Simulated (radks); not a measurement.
Values are calculated unless marked as measured or tabulated.
Task: Mean orbital radii <r> (bohr) of the lithium ion Li+, [He], of relativity; Dirac values are averaged over j with weights 2j + 1. Spin-unpolarised spherical Kohn-Sham, LDA (Slater exchange, Perdew-Wang correlation), point nucleus unless stated (finite: rms radius 2.444 fm), a radial shooting solver on a logarithmic mesh with Libxc functionals. A level marked "c x" has the speed of light scaled by that factor.

| shell | non-rel. |
|---|---|
| 1s | 0.5848 |
| 2s (empty) | 3.283 |
| 2p (empty) | 3.555 |

Give the values at the level "Dirac, c x 2".

Result: 
shell       Dirac, c x 2  change of magnitude (%)
1s                0.5848                    0.00
2s (empty)         3.283                    0.00
2p (empty)         3.555                    0.00
